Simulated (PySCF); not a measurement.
**Excitation energy of Tc²⁺ by level of theory**

Tc²⁺ [Kr] 4d5 (6S) → Tc²⁺ [Kr] 4d4 5s1 (6D), as a difference of total energies. Computed with PySCF 2.14 in x2c-TZVPPall, with scalar relativity by spin-free X2C-1e. Correlated levels: valence and next inner shell: [Ar] 3d10 frozen. The calculations carry no spin-orbit coupling.

| method | excitation energy (eV) |
| --- | --- |
| UHF | 5.760 |
| MP2 (valence and next inner shell) | 5.846 |
| SCS-MP2 (valence and next inner shell) | 5.792 |
| CCSD (valence and next inner shell) | 5.777 |
| CCSD(T) (valence and next inner shell) | 5.765 |

The basis was made for the ground configuration and has no added diffuse functions, so the excitation energy can come out too high.
